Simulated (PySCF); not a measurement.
# Potential energy of SeI along the bond

Set-up: PySCF, scalar-relativistic core potentials, basis sets Se def2-TZVPP, I def2-TZVPP with ECP28. Energies in eV from Se + I in their ground configurations at the same level. State: ²Π (doublet), unpaired electrons π ↑.

All columns are PBE0. A positive dipole means Se(−)I(+).

```tsv
R (Å)	E (eV)	μ (D)	Mulliken charge on Se (basis-dependent)	HOMO (eV)	LUMO (eV)	Mayer bond order	⟨S²⟩
2.109	-1.031	1.03	-0.22	-5.92	-3.92	1.62	0.75
2.207	-1.774	0.92	-0.18	-6.10	-4.08	1.56	0.75
2.305	-2.164	0.77	-0.14	-6.28	-4.23	1.50	0.75
2.378	-2.295	0.64	-0.11	-6.40	-4.32	1.45	0.75
2.452	-2.326	0.50	-0.08	-6.52	-4.41	1.40	0.75
2.526	-2.283	0.35	-0.05	-6.63	-4.49	1.36	0.75
2.624	-2.146	0.15	-0.03	-6.77	-4.58	1.30	0.76
2.746	-1.895	-0.10	0.00	-6.93	-4.67	1.23	0.76
2.893	-1.535	-0.37	0.03	-7.08	-4.75	1.15	0.77
3.090	-1.045	-0.64	0.04	-7.22	-5.00	1.00	0.85
```

A fit through these points gives, at Re = 2.442 Å, μ = 0.52 D and dμ/dR = -1.99 D/Å; the reduced mass is 49.04 u.

Question: How strong is the fundamental in the double-harmonic approximation, I = 42.26·(dμ/dR)²/μred km/mol?

Answer: I = 42.26·(-1.99)²/49.04 = 3.41 km/mol at PBE0.

These are scalar-relativistic numbers at best; spin–orbit coupling would shift them, the dissociation energy most. The state is the lowest determinant that a PBE0 search found; another state may lie lower at other levels.
